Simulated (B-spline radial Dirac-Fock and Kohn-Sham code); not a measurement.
## Isotope-shift constants of the inner levels of Bi³⁺

System: bismuth as Bi³⁺, 1s2 2s2 2p6 3s2 3p6 3d10 4s2 4p6 4d10 4f14 5s2 5p6 5d10 6s2.

Method: first-order field-shift and mass-shift constants from Dirac-Fock ground and hole states with a Fermi nucleus; the mass shift has no relativistic recoil terms. Computed with an atomic code on a B-spline grid. A binding energy shifts by δE = F·δ⟨r²⟩ + (K_N + K_S)·δ(1/M); F is taken for a change of radius at fixed skin thickness and so holds the higher radial moments.

| level | F (meV/fm²) |
| --- | --- |
| K (1s) | -1848 |
| L1 (2s) | -285.2 |
| L2 (2p1/2) | -10.07 |
| L3 (2p3/2) | 10.84 |
| M1 (3s) | -65.84 |
| M2 (3p1/2) | -2.414 |
| M3 (3p3/2) | 3.195 |
| M4 (3d3/2) | 2.993 |
| M5 (3d5/2) | 2.820 |

The mass shift is not given and not included below: at this Z its relativistic corrections are large. It matters little for K lines but can be comparable with the field shift of L lines.

Field shifts alone in meV from A = 209 (mass 208.9804 u, rms radius 5.5211 fm); radii from Angeli and Marinova (2013).

```tsv
A	mass (u)	radius (fm)	Kα1	Kα2	Kβ1	Lα1
202	201.9777	5.484	+759.0	+750.5	+755.9	-3.3
203	202.9769	5.4911	+614.1	+607.2	+611.6	-2.7
204	203.9778	5.4934	+567.2	+560.8	+564.8	-2.4
205	204.9774	5.5008	+415.9	+411.3	+414.2	-1.8
206	205.9785	5.5034	+362.7	+358.7	+361.3	-1.6
207	206.9785	5.5103	+221.5	+219.0	+220.6	-1.0
208	207.9797	5.5147	+131.3	+129.8	+130.8	-0.6
210	209.9841	5.53	-182.8	-180.8	-182.1	+0.8
212	211.9913	5.5489	?	?	?	?
213	212.9944	5.5586	-772.4	-763.7	-769.2	+3.3
```

Task: What are the shifts for A = 212?

Result: Kα1 -572.1 meV; Kα2 -565.7 meV; Kβ1 -569.7 meV; Lα1 +2.5 meV.
